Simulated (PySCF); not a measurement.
## TDDFT excited states: C5H9OP

Compound: C5H9OP.
Geometry (GFN2-xTB, Å), atoms numbered from 1 in this order:
```
atom  x, y, z in Å
C1     3.0449    0.2893   -0.1694
C2     1.6306   -0.1946   -0.3390
O3     1.2684   -0.9074   -1.2411
P4     0.5205    0.4021    1.0364
C5    -1.0348    0.2891    0.3759
C6    -1.4321   -0.1815   -0.9804
C7    -2.1660    0.7367    1.2480
H8     3.0518    1.3785   -0.2074
H9     3.4103   -0.0091    0.8124
H10    3.6881   -0.1137   -0.9485
H11   -1.4467   -1.2725   -1.0003
H12   -2.4269    0.1823   -1.2333
H13   -0.7245    0.1274   -1.7473
H14   -2.6558    1.6097    0.8126
H15   -1.8216    0.9938    2.2481
H16   -2.9139   -0.0537    1.3220
```

Computed, not measured: TDDFT CAM-B3LYP/def2-SVPD, vertical, gas phase, core orbitals frozen in the response (PySCF 2.14.0, density-fitted response routines).

**Question.** List the vertical singlet excitations with oscillator strengths and describe the spectrum.

**Answer.** 

```json
{"state": "S1", "E (eV)": "3.12", "E (hartree)": "0.1145", "f": "0.0010", "|μ| (D)": "0.29", "main configurations (H = HOMO, L = LUMO)": "H→L (87%)"}
{"state": "S2", "E (eV)": "4.59", "E (hartree)": "0.1685", "f": "0.227", "|μ| (D)": "3.61", "main configurations (H = HOMO, L = LUMO)": "H-1→L (90%)"}
{"state": "S3", "E (eV)": "4.80", "E (hartree)": "0.1765", "f": "0.0072", "|μ| (D)": "0.63", "main configurations (H = HOMO, L = LUMO)": "H→L+1 (46%), H-2→L (38%)"}
{"state": "S4", "E (eV)": "5.36", "E (hartree)": "0.1970", "f": "0.0038", "|μ| (D)": "0.43", "main configurations (H = HOMO, L = LUMO)": "H-2→L (59%), H→L+1 (32%)"}
{"state": "S5", "E (eV)": "6.15", "E (hartree)": "0.2261", "f": "0.083", "|μ| (D)": "1.89", "main configurations (H = HOMO, L = LUMO)": "H-1→L+1 (86%)"}
{"state": "S6", "E (eV)": "6.46", "E (hartree)": "0.2374", "f": "0.028", "|μ| (D)": "1.06", "main configurations (H = HOMO, L = LUMO)": "H→L+2 (68%), H→L+3 (13%)"}
{"state": "S7", "E (eV)": "6.70", "E (hartree)": "0.2463", "f": "0.012", "|μ| (D)": "0.68", "main configurations (H = HOMO, L = LUMO)": "H-1→L+2 (73%), H-1→L+5 (10%)"}
{"state": "S8", "E (eV)": "6.89", "E (hartree)": "0.2533", "f": "0.0083", "|μ| (D)": "0.56", "main configurations (H = HOMO, L = LUMO)": "H-1→L+3 (25%), H-1→L+4 (16%), H-1→L+2 (14%)"}
```

Triplets, Tamm–Dancoff:

```tsv
state	E (eV)	λ (nm)	main configurations (H = HOMO, L = LUMO)
T1	2.42	511.7	H-1→L (70%), H→L (23%)
T2	2.72	455.4	H→L (65%), H-1→L (22%), H→L+1 (8%)
T3	4.06	305.3	H-2→L (49%), H→L+1 (37%)
```

The lowest singlet lies at 3.12 eV (398 nm, visible) and is very weak; its leading configuration is HOMO→LUMO (87%). The strongest level in the table is S2 at 4.59 eV (270 nm, f = 0.227). Löwdin shares by element: HOMO oxygen 38%, phosphorus 32%, carbon 18% or more; LUMO carbon 45% or more, phosphorus 23%, oxygen 11% (atoms not listed hold the other 21%). Orbital energies (eV): HOMO-3 -11.66, HOMO-2 -9.86, HOMO-1 -8.22, HOMO -7.94, LUMO -0.89, LUMO+1 1.07, LUMO+2 1.28. The oscillator strengths of these states sum to 0.370; summed over the whole spectrum of an exact calculation they would give the number of electrons, 62 (Thomas–Reiche–Kuhn). Weighted by f, the mean energy of these states is 5.20 eV. S1 lies in the visible range (380 to 750 nm), at 398 nm, f = 0.0010; light of that wavelength is violet, and its complementary colour is yellow-green; a Tamm–Dancoff triplet lies at 512 nm, without intensity as long as spin–orbit coupling is left out. Only the lowest 8 singlets were computed, as vertical energies without vibronic structure.

One conformer stands for the species.
